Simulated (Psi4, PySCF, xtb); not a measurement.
Intermolecular potential of CH2O ··· H6Si2 (SMILES C=O and [SiH3][SiH3]), singlet. Monomers: optimised at B3LYP-D3(BJ) (def2-TZVP), held rigid. Orientation: lowest of the rigid-body minima from ten starts at GFN2-xTB. Only R, the distance of the centres of mass, is varied, so the lowest point isn't the relaxed dimer.

Levels: RMP2/3-21G = PySCF 2.14.0 with restricted MP2 (frozen core)/3-21G, no counterpoise correction; RKS-M06-2X/6-31G* = PySCF with restricted M06-2X/6-31G*, spherical d, no counterpoise correction; GFN1-xTB (xtb); SAPT0/jun-cc-pVDZ, frozen core (Psi4).

Interaction energies in kJ/mol; the last columns give the difference from SAPT0:

```json
[
 {"R / Å": "2.80", "RMP2/3-21G": "11.88", "RKS-M06-2X/6-31G*": "7.54", "GFN1-xTB": "-49.81", "SAPT0/jun-cc-pVDZ": "23.77", "RMP2/3-21G − SAPT0/jun-cc-pVDZ": "-11.89", "RKS-M06-2X/6-31G* − SAPT0/jun-cc-pVDZ": "-16.23", "GFN1-xTB − SAPT0/jun-cc-pVDZ": "-73.58"},
 {"R / Å": "2.99", "RMP2/3-21G": "-9.02", "RKS-M06-2X/6-31G*": "-7.18", "GFN1-xTB": "-48.75", "SAPT0/jun-cc-pVDZ": "7.74", "RMP2/3-21G − SAPT0/jun-cc-pVDZ": "-16.76", "RKS-M06-2X/6-31G* − SAPT0/jun-cc-pVDZ": "-14.92", "GFN1-xTB − SAPT0/jun-cc-pVDZ": "-56.49"},
 {"R / Å": "3.18", "RMP2/3-21G": "-19.67", "RKS-M06-2X/6-31G*": "-13.78", "GFN1-xTB": "-42.51", "SAPT0/jun-cc-pVDZ": "-0.83", "RMP2/3-21G − SAPT0/jun-cc-pVDZ": "-18.84", "RKS-M06-2X/6-31G* − SAPT0/jun-cc-pVDZ": "-12.95", "GFN1-xTB − SAPT0/jun-cc-pVDZ": "-41.68"},
 {"R / Å": "3.39", "RMP2/3-21G": "-23.82", "RKS-M06-2X/6-31G*": "-15.56", "GFN1-xTB": "-33.44", "SAPT0/jun-cc-pVDZ": "-5.13", "RMP2/3-21G − SAPT0/jun-cc-pVDZ": "-18.69", "RKS-M06-2X/6-31G* − SAPT0/jun-cc-pVDZ": "-10.42", "GFN1-xTB − SAPT0/jun-cc-pVDZ": "-28.31"},
 {"R / Å": "3.61", "RMP2/3-21G": "-23.11", "RKS-M06-2X/6-31G*": "-14.39", "GFN1-xTB": "-24.33", "SAPT0/jun-cc-pVDZ": "-6.47", "RMP2/3-21G − SAPT0/jun-cc-pVDZ": "-16.63", "RKS-M06-2X/6-31G* − SAPT0/jun-cc-pVDZ": "-7.92", "GFN1-xTB − SAPT0/jun-cc-pVDZ": "-17.86"},
 {"R / Å": "3.78", "RMP2/3-21G": "-20.62", "RKS-M06-2X/6-31G*": "-12.70", "GFN1-xTB": "-18.46", "SAPT0/jun-cc-pVDZ": "-6.39", "RMP2/3-21G − SAPT0/jun-cc-pVDZ": "-14.23", "RKS-M06-2X/6-31G* − SAPT0/jun-cc-pVDZ": "-6.30", "GFN1-xTB − SAPT0/jun-cc-pVDZ": "-12.07"},
 {"R / Å": "4.06", "RMP2/3-21G": "-15.16", "RKS-M06-2X/6-31G*": "-9.85", "GFN1-xTB": "-11.40", "SAPT0/jun-cc-pVDZ": "-5.42", "RMP2/3-21G − SAPT0/jun-cc-pVDZ": "-9.74", "RKS-M06-2X/6-31G* − SAPT0/jun-cc-pVDZ": "-4.43", "GFN1-xTB − SAPT0/jun-cc-pVDZ": "-5.98"},
 {"R / Å": "4.42", "RMP2/3-21G": "-8.64", "RKS-M06-2X/6-31G*": "-6.84", "GFN1-xTB": "-6.18", "SAPT0/jun-cc-pVDZ": "-3.90", "RMP2/3-21G − SAPT0/jun-cc-pVDZ": "-4.74", "RKS-M06-2X/6-31G* − SAPT0/jun-cc-pVDZ": "-2.94", "GFN1-xTB − SAPT0/jun-cc-pVDZ": "-2.28"},
 {"R / Å": "4.90", "RMP2/3-21G": "-3.39", "RKS-M06-2X/6-31G*": "-3.64", "GFN1-xTB": "-3.00", "SAPT0/jun-cc-pVDZ": "-2.36", "RMP2/3-21G − SAPT0/jun-cc-pVDZ": "-1.03", "RKS-M06-2X/6-31G* − SAPT0/jun-cc-pVDZ": "-1.28", "GFN1-xTB − SAPT0/jun-cc-pVDZ": "-0.64"},
 {"R / Å": "5.61", "RMP2/3-21G": "-0.89", "RKS-M06-2X/6-31G*": "-0.95", "GFN1-xTB": "-1.30", "SAPT0/jun-cc-pVDZ": "-1.13", "RMP2/3-21G − SAPT0/jun-cc-pVDZ": "0.24", "RKS-M06-2X/6-31G* − SAPT0/jun-cc-pVDZ": "0.18", "GFN1-xTB − SAPT0/jun-cc-pVDZ": "-0.17"},
 {"R / Å": "6.61", "RMP2/3-21G": "-0.29", "RKS-M06-2X/6-31G*": "-0.17", "GFN1-xTB": "-0.52", "SAPT0/jun-cc-pVDZ": "-0.45", "RMP2/3-21G − SAPT0/jun-cc-pVDZ": "0.16", "RKS-M06-2X/6-31G* − SAPT0/jun-cc-pVDZ": "0.29", "GFN1-xTB − SAPT0/jun-cc-pVDZ": "-0.07"},
 {"R / Å": "7.90", "RMP2/3-21G": "-0.11", "RKS-M06-2X/6-31G*": "-0.06", "GFN1-xTB": "-0.19", "SAPT0/jun-cc-pVDZ": "-0.17", "RMP2/3-21G − SAPT0/jun-cc-pVDZ": "0.06", "RKS-M06-2X/6-31G* − SAPT0/jun-cc-pVDZ": "0.11", "GFN1-xTB − SAPT0/jun-cc-pVDZ": "-0.02"}
]
```

RMP2/3-21G is furthest from SAPT0/jun-cc-pVDZ at 3.18 (-18.84 kJ/mol, below); its mean absolute difference over the points is 9.42 kJ/mol.

RKS-M06-2X/6-31G* is furthest from SAPT0/jun-cc-pVDZ at 2.80 (-16.23 kJ/mol, below); its mean absolute difference over the points is 6.50 kJ/mol.

GFN1-xTB is furthest from SAPT0/jun-cc-pVDZ at 2.80 (-73.58 kJ/mol, below); its mean absolute difference over the points is 19.93 kJ/mol.
